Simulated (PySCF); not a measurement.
CH5Cl2Ga2N.
Structure used (PBE0-D3(BJ)/def2-SVP), in Å, numbered top down from 1:
```xyz
11
CH5Cl2Ga2N angstrom
C      2.772   -0.335    0.067
N      1.537   -0.549   -0.085
Ga     0.292    0.841   -0.054
Cl    -1.303    0.103    1.505
Ga    -2.734   -0.573   -0.279
Cl    -1.161    0.320   -1.831
H      3.489   -1.181    0.046
H      3.249    0.658    0.230
H      0.445    2.385    0.066
H     -2.622   -2.118   -0.381
H     -3.927    0.423   -0.259
```

Theory: PBE0-D3(BJ)/def2-SVP geometry optimisation, gas phase in PySCF.

Take the most abundant isotopes and a rigid rotor. The values belong to one conformer with, in the numbering `[CH2:1]=[N:2][GaH-:3]1[Cl+:4][GaH2-:5][Cl+:6]1`, C1–N2–Ga3–Cl4 -129°.

Problem. What are A, B and C (MHz)?

Solution. Ia = 266.64, Ib = 725.21, Ic = 850.11 u·Å²; 505379 MHz·u·Å²/I gives A = 1895, B = 696.9, C = 594.5 MHz.

Problem. Classify the top.

Solution. An asymmetric top; Ray's κ = -0.843.

Problem. What does the inertial defect say?

Solution. Not planar: Δ = Ic − Ia − Ib = -141.74 u·Å². For a rigid frame Δ = −2 Σ m c², so Σ m c² = 70.87 u·Å² lies off the ab plane: 12.61 from hydrogen and 58.26 from heavier atoms. The atom farthest from that plane is 2.04 Å away.

Problem. Give the other two planar moments, Paa and Pbb, and the rms extents of the mass along the axes.

Solution. Paa = Σ m a² = (Ib + Ic − Ia)/2 = 654.34 and Pbb = Σ m b² = (Ia + Ic − Ib)/2 = 195.77 u·Å². With the mass M = 238.83 u, the rms extents √(P/M) along a, b and c are 1.66, 0.91, 0.54 Å.

Problem. List the rotational levels J(Ka,Kc) to J = 3 (MHz).

Solution. Above 0(0,0):
J = 1: 1(0,1) 1291, 1(1,1) 2490, 1(1,0) 2592
J = 2: 2(0,2) 3868, 2(1,2) 4970, 2(1,1) 5277, 2(2,1) 8873, 2(2,0) 8879
J = 3: 3(0,3) 7717, 3(1,3) 8687, 3(1,2) 9301, 3(2,2) 12747, 3(2,1) 12778, 3(3,1) 18999, 3(3,0) 18999
The levels of one J sum to (2J + 1)J(J + 1)(A + B + C)/3.

Problem. Predict some low-J microwave lines.

Solution. The dipole components are |μa| = 0.78 D, |μb| = 0.08 D, |μc| = 0.73 D. The squared components, which scale the intensities, stand as 1.00 : 0.01 : 0.89 (a : b : c). Some lines, for components of 0.1 D or more:

| type | branch | J(Ka,Kc) | MHz | lower level (cm⁻¹) |
| --- | --- | --- | --- | --- |
| a | Q | 2(1,1) ← 2(1,2) | 307 | 0.166 |
| a | Q | 3(1,2) ← 3(1,3) | 614 | 0.290 |
| c | Q | 3(1,3) ← 3(0,3) | 970 | 0.257 |
| c | Q | 1(1,1) ← 1(0,1) | 1199 | 0.043 |
| a | R | 1(0,1) ← 0(0,0) | 1291 | 0.000 |
| a | R | 2(1,2) ← 1(1,1) | 2480 | 0.083 |
| a | R | 2(0,2) ← 1(0,1) | 2576 | 0.043 |
| c | R | 1(1,0) ← 0(0,0) | 2592 | 0.000 |
| a | R | 2(1,1) ← 1(1,0) | 2685 | 0.086 |
| c | Q | 3(2,2) ← 3(1,2) | 3446 | 0.310 |
| c | Q | 2(2,1) ← 2(1,1) | 3596 | 0.176 |
| a | R | 3(1,3) ← 2(1,2) | 3717 | 0.166 |
| a | R | 3(0,3) ← 2(0,2) | 3849 | 0.129 |
| a | R | 3(2,2) ← 2(2,1) | 3874 | 0.296 |
| a | R | 3(2,1) ← 2(2,0) | 3899 | 0.296 |
| c | R | 2(1,1) ← 1(0,1) | 3986 | 0.043 |
| a | R | 3(1,2) ← 2(1,1) | 4024 | 0.176 |
| c | R | 3(1,2) ← 2(0,2) | 5433 | 0.129 |
| c | Q | 3(3,1) ← 3(2,1) | 6221 | 0.426 |
| c | R | 2(2,0) ← 1(1,0) | 6287 | 0.086 |
| c | R | 3(2,1) ← 2(1,1) | 7501 | 0.176 |
| c | R | 3(2,2) ← 2(1,2) | 7777 | 0.166 |
| c | R | 3(3,0) ← 2(2,0) | 10120 | 0.296 |
| c | R | 3(3,1) ← 2(2,1) | 10126 | 0.296 |

Whether it is a minimum is left open (no frequencies). These are rigid-rotor constants of the computed structure; measured ground-state constants (B0) also hold zero-point vibration. Quadrupole hyperfine structure (14N, 35Cl, 69Ga) is left out.
